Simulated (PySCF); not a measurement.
A calculated (MN15, PySCF 2.14, jorge-DZP-DKH, the spin-free X2C one-electron Hamiltonian (Gaussian nucleus)) atom or ion has these occupied shells.

| shell | electrons | orbital energy (eV) | rms radius, mean of both spins (bohr) |
| --- | --- | --- | --- |
| 1s α | 1 | -9520.9 | 0.0581 |
| 1s β | 1 | -9520.9 | 0.0581 |
| 2s α | 1 | -1157.0 | 0.248 |
| 2s β | 1 | -1157.0 | 0.248 |
| 2p β | 3 | -1017.5 | 0.219 |
| 2p α | 3 | -1017.5 | 0.219 |
| 3s α | 1 | -138.04 | 0.743 |
| 3s β | 1 | -137.93 | 0.743 |
| 3p α | 3 | -96.282 | 0.777 |
| 3p β | 3 | -96.262 | 0.777 |
| 3d α | 5 | -23.133 | 1.00 |
| 3d β | 5 | -23.024 | 1.00 |
| 4s α | 1 | -15.530 | 2.64 |

(1) Name the element and its charge.

Answers

(1) Zn⁺ (zinc, charge +1), in [Ar] 3d10 4s1, 2S determinant.
